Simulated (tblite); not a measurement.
Compound: C8H13ClO.
Numbering: `[CH3:1][CH:2]([CH3:3])[C@@:4]1([CH3:5])[CH2:6][C@@H:7]1[C:8](=[O:9])[Cl:10]` (hydrogens: H11, H12, H13 on C1; H14 on C2; H15, H16, H17 on C3; H18, H19, H20 on C5; H21, H22 on C6; H23 on C7)

A start from a force field or distance geometry was refined with GFN2-xTB geometry optimisation, gas phase (tblite). Values at the start:

| coordinate | start |
| --- | --- |
| C1–C2 | 1.519 Å |
| C1–H11 | 1.103 Å |
| C2–C3 | 1.524 Å |
| C2–C4 | 1.535 Å |
| C3–H15 | 1.079 Å |
| C4–C5 | 1.530 Å |
| C4–C6 | 1.513 Å |
| C4–C7 | 1.530 Å |
| C5–H18 | 1.088 Å |
| C6–C7 | 1.516 Å |
| C6–H21 | 1.076 Å |
| C6–H22 | 1.088 Å |
| C7–C8 | 1.501 Å |
| C7–H23 | 1.076 Å |
| C8=O9 | 1.227 Å |
| C8–Cl10 | 1.728 Å |
| C2–C4–C7 | 116.8° |
| C4–C6–C7 | 60.7° |
| C4–C7–C6 | 59.6° |
| C4–C7–C8 | 121.8° |
| C5–C4–C6 | 115.8° |
| C6–C7–C8 | 120.9° |
| C7–C8–O9 | 120.2° |
| O9–C8–Cl10 | 127.9° |
| C2–C4–C6–C7 | 107° |
| C2–C4–C7–C6 | -108° |
| C4–C6–C7–C8 | 111° |
| C6–C7–C8–O9 | 28° |

How do these coordinates change at the GFN2-xTB level?

```
 coordinate  GFN2-xTB (Å or °)  change
    C8–Cl10              1.786  +0.058
      C7–C8              1.452  -0.049
      C8=O9              1.189  -0.038
      C4–C6              1.486  -0.027
      C4–C5              1.509  -0.021
     C1–H11              1.087  -0.016
      C2–C4              1.525  -0.010
      C1–C2              1.528  +0.009
     C6–H22              1.079  -0.009
     C3–H15              1.088  +0.009
      C4–C7              1.539  +0.009
      C2–C3              1.529  +0.005
     C7–H23              1.081  +0.005
     C6–H21              1.079  +0.003
      C6–C7              1.518  +0.002
     C5–H18              1.087  -0.001
   C7–C8–O9              129.7    +9.5
 O9–C8–Cl10              119.0    -8.9
   C2–C4–C7              114.0    -2.8
   C5–C4–C6              118.0    +2.2
   C6–C7–C8              118.7    -2.2
   C4–C7–C8              120.1    -1.7
   C4–C7–C6               58.2    -1.4
   C4–C6–C7               61.6    +0.9
C6–C7–C8–O9                -20     -48
C2–C4–C6–C7                103      -4
C2–C4–C7–C6               -109      -1
C4–C6–C7–C8                109      -2
```

The energy falls by 0.372 eV over 85 L-BFGS steps, the largest force on an atom goes from 3.17 to 0.009 eV/Å, and the atoms move by 0.312 Å rms after alignment. The bond that changes most is C8–Cl10 (ends: acyl halide carbon; chlorine bonded to C), which lengthens by 0.058 Å. Bonds longer at the end by more than 0.005 Å: 6 of 23; shorter: 11. Among the dihedrals that turn most is H23–C7–C8–O9, from -114° to -167°. Rotational constants go from 1867, 728.1, 611.7 to 2001, 662.4, 586.7 MHz.

Its GFN2-xTB frequencies are all real (lowest 39 cm⁻¹). One conformer, not necessarily the lowest. 3 starts were optimised and ended at 0.00, 1.32 and 1.99 kcal/mol (GFN2-xTB); the lowest of these is shown.

All values are computed, not measured.
